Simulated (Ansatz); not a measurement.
`N[SiH2][SiH2]S` + CH₃NH₂ → `CN[SiH2][SiH2]N` + H₂S  (ligand exchange at the Si–S bond)

Gas-phase electronic energies from Ansatz, PBE0-D4/def2-TZVP geometries. CBS: MP2 limit from def2 TZ/QZ plus the TZ coupled-cluster correction, frozen cores. This one scheme is used for every species. Functionals use def2-TZVPP. B3LYP here is the variant with VWN-RPA as its local correlation; programs differ in this. One conformer a species, not always the lowest.

`N[SiH2][SiH2]S`:

Z-matrix (Å, degrees):
```
Si
Si 1 2.340
N 1 1.719 2 106.0
H 1 1.488 2 110.7 3 118.4
H 1 1.496 2 108.5 3 -125.2
S 2 2.152 1 104.2 3 53.2
H 2 1.489 1 112.3 3 173.6
H 2 1.488 1 111.9 3 -64.7
H 3 1.007 1 121.0 2 175.8
H 3 1.008 1 119.2 2 -39.1
H 6 1.343 2 96.1 1 -164.4
```

CH₃NH₂:

```xyz
7

C     0.338   -0.455    0.040
N    -0.611    0.626    0.242
H     0.832   -0.471   -0.942
H    -0.171   -1.413    0.172
H     1.117   -0.400    0.804
H    -1.348    0.588   -0.450
H    -0.157    1.524    0.134
```

`CN[SiH2][SiH2]N`:

```xyz
15

C     1.249   -1.381   -0.870
N     0.550   -0.362   -1.627
Si   -0.859    0.442   -1.056
Si   -0.486    1.374    1.064
N    -0.313    0.088    2.213
H     1.187   -1.151    0.197
H     2.310   -1.405   -1.136
H     0.840   -2.391   -1.014
H     0.651   -0.463   -2.625
H    -1.189    1.503   -2.047
H    -2.079   -0.430   -0.942
H    -1.599    2.335    1.353
H     0.776    2.164    1.105
H    -0.018    0.310    3.151
H    -1.019   -0.632    2.234
```

H₂S:

Z-matrix (Å, degrees):
```
S
H 1 1.341
H 1 1.341 2 92.3
```

```
          species  B3LYP-D4 energy (Eh)
 `N[SiH2][SiH2]S`           -1036.32801
           CH₃NH₂             -95.90760
`CN[SiH2][SiH2]N`            -732.80249
              H₂S            -399.42766
```

Question: Work out ΔE.

Answer: ΔE = (-732.80249) + (-399.42766) − (-1036.32801) − (-95.90760) = 0.00546 Eh = +14.3 kJ/mol. CCSD(T)/CBS gives +17.6 kJ/mol.

Largest T1 diagnostic among the species: 0.011.

The D4 term adds −3.0 kJ/mol with B3LYP and −2.1 kJ/mol with PBE0; it sums over pairs of atoms, weighted by their polarisabilities, and B3LYP, whose exchange is more repulsive, gets the larger term.
